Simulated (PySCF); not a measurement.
Numbering as in the mapped SMILES `[CH2:1]=[CH:2][Si@H:3]([CH:4]=[O:5])[C:6](=[CH2:7])[O:8][SiH3:9]`; H(Xn) means a hydrogen on atom n. Ha(C1), Ha(C7) are cis to Si3; Hb(C1), Hb(C7) are trans to Si3.

Computational details: geometry from GFN2-xTB, GIAO PBE0/pcSseg-1 shieldings, in PySCF 2.14 (one averaged value for each set of equivalent atoms, one computed conformer, no relativistic terms, in vacuum).

Scale: $^{13}$C (σref 186.93) against TMS (reference shieldings calculated alike).

Do the $^{13}$C shifts follow the atomic charges (in e)? Tabulate both.

Results:


```
atoms  hybridisation  δ (ppm)  σ para (ppm)  Hirshfeld    IAO  Mulliken  ESP-fitted
   C4            sp2    243.4          -312      +0.04  +0.01     -0.02       +0.37
   C6            sp2    170.7          -242      -0.01  -0.05     -0.12       +0.20
   C1            sp2    144.9          -210      -0.08  -0.27     -0.14       -0.36
   C2            sp2    138.0          -214      -0.14  -0.42     -0.51       -0.19
   C7            sp2    108.1          -179      -0.13  -0.38     -0.20       -0.61
```

Correlation coefficients of δ with charge over these carbons: Hirshfeld +0.93, IAO +0.87, Mulliken +0.56, ESP-fitted +0.91; with the paramagnetic shielding -1.00. With so few points these coefficients are fragile. Charge is one influence among several: hybridisation and low-lying excitations act through the paramagnetic term.

Shifts are as computed. Against solution values, carbons near 30 ppm lie about +3 ppm off and those near 130 ppm about +5 ppm. Of 1211 compounds with measured shifts, 218 miss one by over three times the rms of a fit or turn the order of signals round; such compounds aren't used in these exercises.
